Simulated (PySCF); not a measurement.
**Pr⁴⁹⁺: ionisation energy**

Pr⁴⁹⁺ [Ne] → Pr⁵⁰⁺ [He] 2s2 2p5 [2p1/2^2 2p3/2^3, M_J = 3/2], as a difference of total energies. Computed with PySCF 2.14 in an even-tempered Gaussian basis (17 s from 28 bohr⁻², ratio 2.4; 13 p from 37 bohr⁻², ratio 2.4; 5 d from 140 bohr⁻², ratio 2.6; 4 f from 200 bohr⁻², ratio 2.6), with the two-component X2C-1e Hamiltonian. Correlated levels: nothing frozen; the 32 highest virtual spinors dropped. "Screened" scales the spin-orbit matrix elements by Boettger's factors to mimic the two-electron term; Breit and QED terms are absent.

```csv
method,ionisation energy (eV)
GHF (spin-free),9538.8
GMP2 (spin-free),9540.4
GHF (screened spin-orbit),9385.7
GMP2 (screened spin-orbit),9387.3
```

For this ion Breit and QED terms and the two-electron picture change, all absent here, outweigh the correlation shift from GHF to GMP2.

The spin-free rows lack the spin-orbit shift.

For comparison: 9378 ± 4 eV (theoretical estimate listed by NIST; NIST Atomic Spectra Database, ionization energies).
